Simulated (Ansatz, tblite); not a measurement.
Removing and adding an electron: the cluster Li₄S₂ (the lowest singlet isomer of a short search). The state is a singlet with charge 0. Geometry: PBE0-D4/def2-TZVP. Ansatz, gas phase; energy differences of separate SCF runs; the oxidised species was run as a doublet alone; the reduced species was run as a doublet alone.

```xyz
6

Li   -0.911    0.874    1.016
Li    1.139    1.027   -0.482
Li   -1.629   -1.412   -2.441
Li    0.802   -1.008    1.008
S     1.181    1.056    1.738
S    -0.582   -0.537   -0.838
```

The xTB rows come from tblite. Correlated methods freeze 10 core orbitals; core or outer-core shells of Li are correlated, in sets that lack core-valence functions. The structure comes from a short search, and lower isomers may exist.

Estimate orbital energies and vertical ionisation energies and electron affinities at: GFN1-xTB; GFN2-xTB; HF/def2-TZVPP; PBE-D4/def2-TZVP; PBE-D4/def2-TZVPD; r2SCAN-D4/def2-TZVP; r2SCAN-D4/def2-TZVPD; PBE0-D4/def2-TZVP; PBE0-D4/def2-TZVPD; MP2/def2-TZVPP; CCSD/def2-TZVPP; CCSD(T)/def2-TZVPP.


```
               level  −HOMO (eV)  vertical IE (eV)  −LUMO (eV)  vertical EA (eV)  HOMO–LUMO gap (eV)  IE − EA (eV)                       remarks
            GFN1-xTB        9.41             12.00        7.30              5.21                2.11          6.79                             –
            GFN2-xTB        8.11             10.88        6.33              4.00                1.78          6.88                             –
       HF/def2-TZVPP           –              5.37           –                 –                   –             –                             –
    PBE-D4/def2-TZVP        3.59              6.46        2.04                 –                1.55             –                             –
   PBE-D4/def2-TZVPD        3.64                 –        2.04              0.82                1.59             –  HOMO above zero (-1 doublet)
 r2SCAN-D4/def2-TZVP        3.67              6.42        1.35                 –                2.32             –                             –
r2SCAN-D4/def2-TZVPD        3.71                 –        1.37              0.73                2.34             –  HOMO above zero (-1 doublet)
   PBE0-D4/def2-TZVP        4.61              6.49        1.51                 –                3.10             –                             –
  PBE0-D4/def2-TZVPD        4.65                 –        1.54              0.80                3.11             –  HOMO above zero (-1 doublet)
      MP2/def2-TZVPP           –              6.56           –                 –                   –             –                             –
     CCSD/def2-TZVPP           –              6.32           –                 –                   –             –                             –
  CCSD(T)/def2-TZVPP           –              6.40           –                 –                   –             –                             –
```

   A HOMO above zero means that the electron is unbound at that level or that self-interaction error raises the level; the energy of removing that electron tells which. Raw xTB energy differences between charge states are shifted by several eV; the methods need an empirical correction for them.
